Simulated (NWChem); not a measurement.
Excited singlets of C$_{2}$H$_{8}$Si by symmetry

```xyz
11

Si     0.0000     0.0000    -0.5490
C     -1.5630     0.0000     0.5124
C      1.5630     0.0000     0.5124
H      0.0000     1.2064    -1.4348
H      0.0000    -1.2064    -1.4348
H     -1.6022    -0.8912     1.1601
H     -2.4679     0.0000    -0.1166
H     -1.6022     0.8912     1.1601
H      2.4679     0.0000    -0.1166
H      1.6022    -0.8912     1.1601
H      1.6022     0.8912     1.1601
```
Charge 0, spin multiplicity 1.

Everything below was run with NWChem. Structure: optimised with B3LYP/def2-SVP, a minimum by its harmonic frequencies.

Basis set: def2-SVP. Symmetry labels belong to the abelian group C2v used in the runs, with the axes of the coordinates shown. Entries are the lowest vertical excitation energy of each symmetry in eV (for CIS and TDDFT among the lowest few roots); a state of one symmetry need not have the same character in every method. Symmetries that some method's roots don't reach, or where a double excitation leads the EOM-CCSD root, are left out.

The correlated methods keep 7 core orbitals frozen. B3LYP has NWChem's definition, with VWN1-RPA local correlation. The structure started from a generated list of species. No row is a measurement; the coupled-cluster row has its own basis-set and correlation limits.

```tsv
method	b1	a1
CIS	10.34	10.62
TD-PBE	8.31	8.40
TD-B3LYP	8.75	8.95
TD-BHandHLYP	9.41	9.66
EOM-CCSD	9.51	9.78
```
